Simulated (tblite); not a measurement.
Compound: C6H10OSi2.
Numbering: `[SiH3:1][O:2][SiH2:3][c:4]1[cH:5][cH:6][cH:7][cH:8][cH:9]1` (hydrogens: H10, H11, H12 on Si1; H13, H14 on Si3; H15 on C5; H16 on C6; H17 on C7; H18 on C8; H19 on C9)

Computed with GFN2-xTB (tblite), gas phase: L-BFGS steps from a force-field or distance-geometry start until the largest atomic force falls under 0.01 eV/Å.

Step 50: E = -695.5670 eV
```
atom  x, y, z in Å  |  force x, y, z in eV/Å
Si1     3.6786   -1.1014    0.1778   -0.020  -0.037  -0.042
O2      2.2141   -0.4054    0.2299    0.029   0.001   0.015
Si3     1.3215    0.9495    0.2303   -0.040   0.035  -0.030
C4     -0.4887    0.4695    0.0343   -0.032   0.006  -0.008
C5     -0.9009   -0.8571   -0.0613   -0.004   0.015   0.022
C6     -2.2370   -1.1805   -0.2272    0.025   0.011   0.000
C7     -3.1862   -0.1750   -0.3051    0.002  -0.041   0.001
C8     -2.7975    1.1518   -0.2012   -0.027  -0.055   0.047
C9     -1.4613    1.4667   -0.0278   -0.043  -0.033  -0.040
H10     4.5550   -0.2960   -0.6707    0.006   0.006  -0.014
H11     3.4102   -2.4143   -0.4071    0.008   0.027   0.058
H12     4.2062   -1.1484    1.5412   -0.056  -0.025  -0.017
H13     1.5449    1.6330    1.5037    0.029   0.031   0.049
H14     1.7739    1.7660   -0.8991   -0.012   0.030   0.001
H15    -0.1573   -1.6401    0.0035   -0.035   0.028  -0.028
H16    -2.5415   -2.2169   -0.2953    0.026   0.046  -0.008
H17    -4.2277   -0.4300   -0.4449    0.014   0.038   0.015
H18    -3.5466    1.9325   -0.2439    0.086  -0.019  -0.018
H19    -1.1694    2.5055    0.0556    0.044  -0.065  -0.004
```

Step 51: E = -695.5688 eV
```
atom  x, y, z in Å  |  force x, y, z in eV/Å
Si1     3.6662   -1.1071    0.1778    0.042  -0.005  -0.066
O2      2.2119   -0.3935    0.2356    0.008   0.003   0.021
Si3     1.3199    0.9619    0.2333    0.014   0.023  -0.009
C4     -0.4861    0.4734    0.0362   -0.041   0.010  -0.006
C5     -0.8923   -0.8550   -0.0594   -0.037   0.018   0.014
C6     -2.2274   -1.1819   -0.2281    0.007   0.005   0.002
C7     -3.1814   -0.1809   -0.3079    0.010  -0.017   0.010
C8     -2.7965    1.1468   -0.2011   -0.029  -0.045   0.027
C9     -1.4617    1.4672   -0.0280   -0.054  -0.024  -0.016
H10     4.5481   -0.3122   -0.6783   -0.011  -0.007   0.016
H11     3.3881   -2.4153   -0.4099   -0.008   0.003   0.053
H12     4.1978   -1.1626    1.5394   -0.057  -0.021  -0.019
H13     1.5511    1.6513    1.5025    0.013   0.021   0.047
H14     1.7746    1.7754   -0.8956   -0.011   0.042  -0.024
H15    -0.1461   -1.6357    0.0069   -0.041   0.033  -0.027
H16    -2.5317   -2.2178   -0.2958    0.040   0.020  -0.011
H17    -4.2232   -0.4375   -0.4494    0.050   0.032   0.019
H18    -3.5472    1.9252   -0.2450    0.068  -0.005  -0.016
H19    -1.1736    2.5075    0.0594    0.036  -0.086  -0.015
```

Step 52: E = -695.5704 eV
```
atom  x, y, z in Å  |  force x, y, z in eV/Å
Si1     3.6505   -1.1150    0.1756    0.054   0.008  -0.074
O2      2.2083   -0.3786    0.2438    0.021   0.001   0.024
Si3     1.3193    0.9792    0.2372    0.054   0.008   0.011
C4     -0.4831    0.4812    0.0393   -0.031   0.020   0.002
C5     -0.8810   -0.8494   -0.0553   -0.035   0.016  -0.001
C6     -2.2135   -1.1829   -0.2289   -0.019  -0.017   0.007
C7     -3.1741   -0.1893   -0.3119    0.004   0.004   0.018
C8     -2.7966    1.1396   -0.2003   -0.023  -0.014  -0.004
C9     -1.4644    1.4685   -0.0272   -0.041  -0.013   0.018
H10     4.5391   -0.3330   -0.6880   -0.026  -0.018   0.039
H11     3.3535   -2.4191   -0.4129   -0.013   0.005   0.054
H12     4.1861   -1.1832    1.5355   -0.057  -0.014  -0.032
H13     1.5570    1.6750    1.5034   -0.002   0.004   0.026
H14     1.7783    1.7856   -0.8945   -0.017   0.050  -0.032
H15    -0.1302   -1.6252    0.0125   -0.043   0.025  -0.023
H16    -2.5137   -2.2191   -0.2961    0.046  -0.018  -0.016
H17    -4.2149   -0.4491   -0.4580    0.068   0.019   0.024
H18    -3.5492    1.9146   -0.2469    0.034   0.016  -0.012
H19    -1.1811    2.5096    0.0653    0.024  -0.081  -0.027
```

Step 53: E = -695.5718 eV
```
atom  x, y, z in Å  |  force x, y, z in eV/Å
Si1     3.6369   -1.1215    0.1721    0.049   0.022  -0.045
O2      2.2039   -0.3687    0.2495    0.019   0.018   0.021
Si3     1.3205    0.9934    0.2402    0.064  -0.008   0.022
C4     -0.4808    0.4891    0.0423   -0.012   0.016   0.013
C5     -0.8717   -0.8434   -0.0510   -0.032   0.013  -0.018
C6     -2.2014   -1.1841   -0.2293   -0.023  -0.014   0.014
C7     -3.1677   -0.1964   -0.3147    0.013   0.017   0.024
C8     -2.7976    1.1336   -0.1993   -0.003   0.007  -0.030
C9     -1.4676    1.4696   -0.0260   -0.018  -0.005   0.044
H10     4.5286   -0.3496   -0.6964   -0.017  -0.011   0.039
H11     3.3265   -2.4223   -0.4129   -0.024  -0.021   0.034
H12     4.1720   -1.2004    1.5316   -0.045  -0.006  -0.034
H13     1.5644    1.6930    1.5051   -0.014  -0.013  -0.002
H14     1.7819    1.7945   -0.8947   -0.023   0.048  -0.026
H15    -0.1165   -1.6141    0.0175   -0.035   0.007  -0.019
H16    -2.4961   -2.2209   -0.2970    0.043  -0.049  -0.020
H17    -4.2062   -0.4592   -0.4653    0.046   0.000   0.024
H18    -3.5511    1.9061   -0.2495    0.000   0.031  -0.006
H19    -1.1878    2.5107    0.0704    0.013  -0.050  -0.036
```

Question: Estimate the geometry and energy of step 54. (The exact step hangs on the optimiser's Hessian estimate; all steps are aligned on step 53, rigid shifts and turns removed.)

Answer: E = -695.5727 eV, largest force 0.067 eV/Å
```
atom  x, y, z in Å  |  force x, y, z in eV/Å
Si1     3.6270   -1.1271    0.1685   -0.003   0.005  -0.017
O2      2.2012   -0.3597    0.2557    0.054   0.010   0.014
Si3     1.3226    1.0053    0.2431    0.038  -0.014   0.015
C4     -0.4790    0.4960    0.0451    0.009   0.008   0.023
C5     -0.8648   -0.8380   -0.0478   -0.005   0.008  -0.024
C6     -2.1919   -1.1852   -0.2293   -0.022  -0.020   0.016
C7     -3.1621   -0.2020   -0.3168    0.004   0.017   0.022
C8     -2.7987    1.1290   -0.1990    0.012   0.028  -0.039
C9     -1.4708    1.4706   -0.0241    0.008  -0.003   0.051
H10     4.5214   -0.3639   -0.7020   -0.002   0.002   0.025
H11     3.3017   -2.4264   -0.4135   -0.022  -0.007   0.033
H12     4.1621   -1.2151    1.5275   -0.038  -0.001  -0.037
H13     1.5687    1.7086    1.5064   -0.019  -0.022  -0.016
H14     1.7844    1.8026   -0.8957   -0.029   0.038  -0.011
H15    -0.1059   -1.6045    0.0214   -0.028  -0.007  -0.017
H16    -2.4806   -2.2235   -0.2981    0.037  -0.052  -0.020
H17    -4.1983   -0.4679   -0.4713    0.018  -0.014   0.023
H18    -3.5533    1.8996   -0.2517   -0.020   0.032  -0.003
H19    -1.1935    2.5111    0.0740    0.005  -0.007  -0.037
```

The energy changes by -0.0010 eV. The first-order estimate −F·Δx gives -0.0014 eV and the mean of the old and new forces, exact on a quadratic surface, -0.0010 eV. The step makes an angle of 83° with the force vector and moves no atom by more than 0.025 Å.

The cost below is that of the whole relaxation. Time: 0.97 s wall. Hardware: Arm Neoverse V1, one thread (shared host).
